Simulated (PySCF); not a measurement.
1-bromobuta-1,2-diene (C₄H₅Br), SMILES CC=C=CBr. Atoms are numbered in the order given.

```xyz
10

C     -3.3974     0.0934    -0.3205
C     -2.2583    -0.8732    -0.2228
C     -1.0121    -0.6125    -0.5357
C      0.2267    -0.3474    -0.8456
Br     1.4741     0.3373     0.4076
H     -3.0667     1.0729    -0.6907
H     -4.1772    -0.2933    -0.9966
H     -3.8689     0.2327     0.6659
H     -2.4883    -1.8845     0.1417
H      0.6532    -0.4958    -1.8407
```
Charge 0, spin multiplicity 1.

The structure is a stationary point at PBE0-D3(BJ)/def2-SVP.

Two levels are set side by side: PBE/pcSseg-1 (PySCF) and PBE0/pcSseg-1 (PySCF). GIAO shifts against TMS (¹H), TMS (¹³C) at the same level; non-relativistic, no solvent, atoms listed together averaged. Without spin–orbit terms, shifts of atoms bonded to Cl or Br come out too high at both levels. Differences are taken from unrounded values.

| quantity | PBE0 |
|---|---|
| δ(¹³C) of C1 (ppm) | 19.6 |
| δ(¹³C) of C2 (ppm) | 104.2 |
| δ(¹³C) of C3 (ppm) | 221.4 |
| δ(¹³C) of C4 (ppm) | 95.5 |
| δ(¹H) of H6, H7, H8 (ppm) | 2.14 |
| δ(¹H) of H9 (ppm) | 6.06 |
| δ(¹H) of H10 (ppm) | 6.28 |

Q: What does PBE give, and how far is it from PBE0? (An estimate is asked for; the answer gives what the named calculation found.)

A: 
| quantity | PBE | PBE minus PBE0 |
|---|---|---|
| δ(¹³C) of C1 (ppm) | 20.6 | 1.0 |
| δ(¹³C) of C2 (ppm) | 103.4 | -0.7 |
| δ(¹³C) of C3 (ppm) | 218.3 | -3.1 |
| δ(¹³C) of C4 (ppm) | 96.0 | 0.5 |
| δ(¹H) of H6, H7, H8 (ppm) | 2.12 | -0.02 |
| δ(¹H) of H9 (ppm) | 6.06 | 0.00 |
| δ(¹H) of H10 (ppm) | 6.32 | 0.04 |

Rough cost on one machine, each run with all the roots and properties that it gave: PBE0 against PBE within a factor of 2.
